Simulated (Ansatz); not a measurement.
Ligand exchange: C2H7GeN + HOCN → C2H6GeO + CH2N2

Gas-phase species: C2H7GeN `C[CH2][Ge][NH2]`, singlet; HOCN (cyanic acid) `N#CO`, singlet; C2H6GeO `C[CH2][Ge][OH]`, singlet; CH2N2 (cyanamide) `N#CN`, singlet. The partners trade NH2 for OH: Ge–NH2 and C–OH bonds give way to Ge–OH and C–NH2.

Shapes, held fixed at every level: PBE0-D4/def2-TZVP. Flexible molecules stand in one conformer, not always the lowest. Programs: Ansatz 0.2.0. The zero-point and thermal change to 298 K, harmonic and unscaled (PBE0-D4/def2-TZVP), is -0.4 kJ/mol.

```tsv
level	kind	ΔH(298 K) (kJ/mol)	less CCSD(T)/def2-TZVPP
HF/def2-TZVPP	Hartree–Fock	-58.5	-4.8
PBE-D4/def2-TZVPP	GGA	-56.2	-2.5
r2SCAN-D4/def2-TZVPP	meta-GGA	-56.8	-3.1
B3LYP-D4/def2-TZVPP	global hybrid	-58.8	-5.1
B2PLYP/def2-TZVPP	double hybrid	-58.7	-5.0
MP2/def2-TZVPP	perturbation theory	-54.8	-1.1
CCSD(T)/def2-SVP	coupled cluster or CI	-48.7	+5.0
CCSD(T)/def2-TZVPP	coupled cluster or CI	-53.7	0.0
```

The highest level, CCSD(T)/def2-TZVPP, gives ΔH(298 K) = -53.7 kJ/mol; the levels span -58.8 to -48.7. The column of differences is taken from that level and isn't an error. No measured value is set beside it here. Relativity is left out for Ge. Outer-core shells of Ge are correlated, in sets that cover them unevenly.
